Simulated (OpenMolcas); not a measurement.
A calculation on Ge.

| Item | Value |
| --- | --- |
| Program | OpenMolcas 26.06 |
| Method | CASSCF |
| Basis | ANO-RCC-VTZP [6s5p3d1f] |
| Scalar Hamiltonian | DKH2, point nucleus |
| Active space | 4 electrons in 4 orbitals (4s 4p) |
| State averaging | 2S+1 = 3 even, 3 roots; 2S+1 = 1 even, 6 roots; 2S+1 = 5 odd, 1 root; 2S+1 = 3 odd, 5 roots |
| Spin-orbit coupling | RASSI with atomic mean-field integrals over the reference wave functions, term energies averaged over their components |

Problem. Which level of the active space comes out lowest?

Solution. 4s2 4p2 3P0, with 100 % of that term; it is also the measured ground level.

Problem. How high does 4s2 4p2 1S0 lie?

Solution. 2.1347 eV above the lowest level; measured 2.0293 eV above the ground level, so the calculation is off by +5 %.

Problem. How high does 4s2 4p2 3P1 lie?

Solution. 0.0611 eV above the lowest level; measured 0.0691 eV above the ground level, so the calculation is off by -12 %.

Problem. How high does 4s2 4p2 1D2 lie?

Solution. 1.1916 eV above the lowest level; measured 0.8834 eV above the ground level, so the calculation is off by +35 %.

Measured values: NIST Handbook of Basic Atomic Spectroscopic Data.

Without dynamic correlation excited terms often stand tens of per cent too high (terms of higher spin than the ground term too low), and those without a measured partner can miss by more than the paired ones. Computed and measured levels are paired by configuration, term and J; levels that our copy of the source lacks, or whose pairing is in doubt (as where it misses far off the trend of its configuration), stay unpaired and out of the deviations. Levels of configurations outside the active space are missing.
